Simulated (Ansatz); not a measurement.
Ansatz (a first-principles code) input (wB97M-V/def2-TZVPD):

Ansatz 0.2 input:
```yaml
crystal:
  periodic: [false, false, false]
  atoms:
    - {symbol: Zn, position_ang: [-0.00008980, 0.00825935, 0.00149559]}
    - {symbol: O, position_ang: [1.15322027, 0.17235594, -1.33933898]}
    - {symbol: H, position_ang: [1.89052631, 0.76562089, -1.16732344]}
    - {symbol: O, position_ang: [-1.15147916, -0.33250027, 1.31034033]}
    - {symbol: H, position_ang: [-1.90176129, 0.26775330, 1.35444500]}
basis:
  gaussian:
    orbitals: def2-TZVPD
hamiltonian:
  xc: {name: wB97M-V}
output: {forces: true}
```

Output:

```
Functional definition: wB97M-V
integrals: 0.09 GiB planned
992 factors; their error is unknown
integrals: 0.12 GiB planned
257 factors; integrals over basis functions are off by at most 2.7e-5 eV
mean field: 0.79 GiB planned
mean field evaluation 1: about -52536.4350 eV, gradient 7.7e1 eV
mean field evaluation 2: about -52528.0042 eV, gradient 1.1e2 eV
mean field evaluation 4: about -52545.3985 eV, gradient 5.1e0 eV
mean field evaluation 8: about -52545.4710 eV, gradient 7.2e-2 eV
mean field evaluation 16: about -52545.4710 eV, gradient 2.0e-5 eV
mean field -52545.47101702 eV, -1931.0104432762 hartree, gradient 2.0e-5 eV, S^2 0.000000; 0 other end points of the search recorded, 0 dependent functions left out
the calculation of the forces begins
reference -52545.47108299 eV, -1931.0104457004 hartree; 24, 24 occupied and 125, 125 virtual orbitals, 992 factors
Total energy: -52545.47108299 eV, -1931.0104457004 hartree
Atom 0 at    -0.000090     0.008259     0.001496 Å, force     0.000680    -0.062501    -0.011318 eV/Å
Atom 1 at     1.153220     0.172356    -1.339339 Å, force    -0.001344     0.073857     0.118666 eV/Å
Atom 2 at     1.890526     0.765621    -1.167323 Å, force    -0.044720    -0.055853    -0.042599 eV/Å
Atom 3 at    -1.151479    -0.332500     1.310340 Å, force    -0.000664     0.110786    -0.085231 eV/Å
Atom 4 at    -1.901761     0.267753     1.354445 Å, force     0.046048    -0.066289     0.020482 eV/Å
Dipole moment:    -0.004241     0.390048     0.070629 e Å
```
